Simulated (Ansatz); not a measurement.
Cartesian coordinates in Å:
```
C -2.294 -0.129 0.302
O -1.067 0.001 -0.384
Ge 0.236 0.990 0.259
Cl 0.552 0.377 2.302
O 1.650 0.635 -0.701
C 2.109 -0.700 -0.821
H -2.825 0.828 0.375
H -2.916 -0.822 -0.266
H -2.155 -0.530 1.312
H -0.028 2.493 0.211
H 2.410 -1.109 0.149
H 1.346 -1.349 -1.260
H 2.980 -0.685 -1.478
```

The species carries charge 0 and has multiplicity 1.

Problem. List the PBE/def2-TZVPP orbital energies in eV (Ansatz). (Best estimate.)

Solution. Computed: Occupied: -10805.73, -2738.85, -1338.96, -1192.41, -1192.38, -1192.37, -510.59, -510.56, -270.24, -270.13, -249.41, -190.11, -189.94, -189.93, -163.70, -115.20, -115.12, -115.08, -31.16, -31.08, -30.97, -30.91, -30.90, -25.44, -24.91, -20.25, -17.16, -16.69, -13.80, -11.84, -11.40, -11.18, -10.90, -10.66, -10.51, -9.33, -8.01, -7.93, -7.52, -7.35, -6.85, -6.71. Lowest empty: -0.96, -0.11, 0.12, 0.90, 1.20, 1.77, 2.19, 2.40.
